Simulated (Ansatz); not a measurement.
Cost and result up the ladder for tetramethylammonium benzoate, `C[N+](C)(C)C.O=C([O-])c1ccccc1` (31 atoms). The state is a singlet with charge 0. Geometry: PBE-D4/def2-SVP.

Cartesian coordinates in Å:
```
C -0.9275 4.2376 0.2702
N -0.6048 2.7831 0.1646
C -1.8606 1.9819 -0.0738
C 0.0263 2.2901 1.4431
C 0.3518 2.5481 -0.9775
H -1.6310 4.3973 1.1084
H 0.0053 4.8029 0.4515
H -1.3896 4.5751 -0.6759
H -2.2626 2.2450 -1.0692
H -1.5656 0.9043 0.0082
H -2.5915 2.2422 0.7147
H 1.0121 2.7762 1.5598
H -0.6374 2.5649 2.2845
H 0.0967 1.1760 1.3491
H 1.2670 3.1381 -0.7817
H -0.1321 2.9058 -1.9059
H 0.5882 1.4402 -1.0425
O 0.9479 -0.3193 -1.1174
C 0.3459 -0.9911 -0.2334
O -0.4562 -0.5322 0.6514
C 0.5905 -2.4943 -0.2135
C 1.4623 -3.0832 -1.1492
C 1.6912 -4.4664 -1.1332
C 1.0488 -5.2747 -0.1788
C 0.1771 -4.6928 0.7580
C -0.0499 -3.3090 0.7394
H 1.9452 -2.4191 -1.8818
H 2.3748 -4.9218 -1.8677
H 1.2281 -6.3615 -0.1652
H -0.3260 -5.3253 1.5069
H -0.7245 -2.8179 1.4568
```

Ansatz on 4 threads of Arm Neoverse V1 on a shared host. Times are rough, and most runs start from the orbitals of an earlier one. PBE0-D4/def2-TZVP serves as the yardstick here, not as an exact answer. Differences are given only for rows in sets of like size (and for xTB, whose basis is part of the method), since another set adds its own error. Binding counts from free atoms at the same level (C triplet, N quartet, H doublet, O triplet; other spins of the atoms weren't run), without zero-point energy or a counterpoise term.

Correlated methods freeze 14 core orbitals. The rows differ in basis, and correlated rows in double-zeta sets carry the largest basis error.

Correlated methods converge slowly with the basis, most of all in double-zeta sets.

```csv
level,functions,wall time
PBE-D4/def2-SVP,281,6.5 s
PBE0-D4/def2-SVP,281,14 s
MP2/def2-SVP,281,16 s
PBE-D4/def2-TZVP (with forces),536,19 s
r2SCAN-D4/def2-TZVP,536,30 s
PBE0-D4/def2-TZVP (with forces),536,58 s
```

**Question.** Estimate what each level gives for the binding energy per atom (eV).

**Answer.** 
| level | binding energy per atom (eV) | difference from PBE0-D4/def2-TZVP (eV) | remarks |
| --- | --- | --- | --- |
| PBE-D4/def2-SVP | 4.67 | – | – |
| PBE0-D4/def2-SVP | 4.57 | – | – |
| MP2/def2-SVP | 4.36 | – | restricted SCF unstable |
| PBE-D4/def2-TZVP (with forces) | 4.61 | 0.10 | – |
| r2SCAN-D4/def2-TZVP | 4.48 | -0.03 | – |
| PBE0-D4/def2-TZVP (with forces) | 4.51 | 0.00 | – |
